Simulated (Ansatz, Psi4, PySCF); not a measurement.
C3H6NO, doublet, at a GFN2-xTB geometry. Base run: BHANDHLYP/STO-3G (PySCF).

Here is a job for PySCF.
```python
from pyscf import gto, scf, dft

mol = gto.Mole()
mol.atom = '''
    C    -0.57340588   -1.04248401   -0.84747629
    N     0.22580332   -0.27232099   -0.07484776
    C     1.57408486   -0.72022017    0.18317111
    C    -0.22793319    0.90634106    0.45338122
    O    -1.34568634    1.34977580    0.28262936
    H    -0.19354223   -1.95873990   -1.24751590
    H    -1.57037703   -0.70052078   -1.03182152
    H     1.56102399   -1.68796428    0.68836733
    H     2.08952465    0.00057103    0.81554840
    H     2.12384536   -0.82477924   -0.75424729
    H     0.53791799    1.41765245    1.05811220
'''
mol.basis = 'sto-3g'
mol.spin = 1
mol.verbose = 4
mol.build()

mf = dft.UKS(mol)
mf.xc = 'bhandhlyp'
mf.kernel()
```

The same geometry, method and basis name were run in Ansatz (a program for electronic structure) and Psi4 and PySCF, at each program's defaults and at the settings that a row names. The base is PySCF at its defaults. Differences at the defaults can come from grids, fitting, cores and function types together.

```json
[
 {"code and settings": "PySCF, defaults (exact integrals, its default grid, spherical functions)", "ΔE vs base (mEh)": "0.000", "basis functions": "31", "E (Eh)": "-244.49512", "SCF cycles": "13", "dipole (D)": "2.92"},
 {"code and settings": "Psi4, defaults (density fitting with its default set, its default grid, spherical functions)", "ΔE vs base (mEh)": "-1.101", "basis functions": "31", "E (Eh)": "-244.49622", "SCF cycles": "11", "dipole (D)": "2.92"},
 {"code and settings": "Ansatz, defaults (factorised integrals, its default grid, spherical functions)", "ΔE vs base (mEh)": "0.008", "basis functions": "31", "E (Eh)": "-244.49511", "SCF cycles": "-", "dipole (D)": "-"},
 {"code and settings": "PySCF, density fitting with def2-universal-jkfit", "ΔE vs base (mEh)": "-1.096", "basis functions": "31", "E (Eh)": "-244.49621", "SCF cycles": "13", "dipole (D)": "2.92"},
 {"code and settings": "PySCF, fine grid", "ΔE vs base (mEh)": "0.001", "basis functions": "31", "E (Eh)": "-244.49512", "SCF cycles": "13", "dipole (D)": "2.92"},
 {"code and settings": "Psi4, exact integrals, spherical functions, fine grid", "ΔE vs base (mEh)": "0.001", "basis functions": "31", "E (Eh)": "-244.49512", "SCF cycles": "15", "dipole (D)": "2.92"},
 {"code and settings": "Ansatz, high accuracy", "ΔE vs base (mEh)": "0.001", "basis functions": "31", "E (Eh)": "-244.49512", "SCF cycles": "-", "dipole (D)": "-"}
]
```

Open shells are given as the SCF converged; they aren't shown to be the lowest states, and a large step between rows can be another state.
